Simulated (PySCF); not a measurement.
Ti(OH)3 (H₃O₃Ti), SMILES [OH][Ti]([OH])[OH] (connectivity only; charge and spin as stated), neutral, multiplicity 2.

Coordinates come from a TPSSh-D3(BJ)/def2-SVP optimisation. The spin state was assumed, not searched. The isomer is the one that the SMILES or the coordinates give; other isomers of the formula were not compared. Other conformers were not sampled.

The numbers are results of PBE0/def2-TZVPD (PySCF), not measurements.

Gas-phase values at a fixed geometry.

```
Quantity                                                                                                         Value
---------------------------------------------------------------------------------------------  -----------------------
total energy                                                                                       -1076.75928 hartree
point group                                                                                                        C3h
α spin, highest occupied and lowest empty level                                                     -5.53 and -0.65 eV
β spin, highest occupied and lowest empty level                                                     -8.94 and -1.07 eV
dipole moment                                                                                                0.000 e·Å
quadrupole, principal values (traceless, Buckingham form, about the centre of nuclear charge)    -4.85, 2.43, 2.43 D·Å
mean static polarisability                                                                        49.9 bohr³ (7.40 Å³)
polarisability, principal values                                                                44.0, 52.9, 52.9 bohr³
⟨S²⟩                                                                                           0.754 (pure state 0.75)
```
